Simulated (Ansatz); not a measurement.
Molecule: AgH, net charge 0, singlet state. SMILES: [AgH]
Structure (B3LYP-D3(BJ)/def2-TZVP (Ansatz, an electronic-structure program) minimum search):
```xyz
2

Ag     0.0000     0.0000    -0.0337
H      0.0000     0.0000     1.5853
```

Parts of the frozen-core correlation energy in def2-SVP (Ansatz, hartree). Frozen orbitals: 4; correlated occupied orbitals by spin: 6 and 6; virtual: 26 and 26. Spin-orbit coupling is left out. Past Kr the def2 sets carry scalar-relativistic core potentials.

```
term                            value
-------------------------  ----------
reference (HF)             -146.62438
MP2 opposite-spin            -0.16893
MP2 same-spin                -0.09326
CCSD correlation             -0.25956
(T)                          -0.00720
CCSDT minus CCSD(T)           0.00026
CCSDT(Q) minus CCSD(T)        0.00023
T1 diagnostic                   0.026
largest doubles amplitude       0.051
```
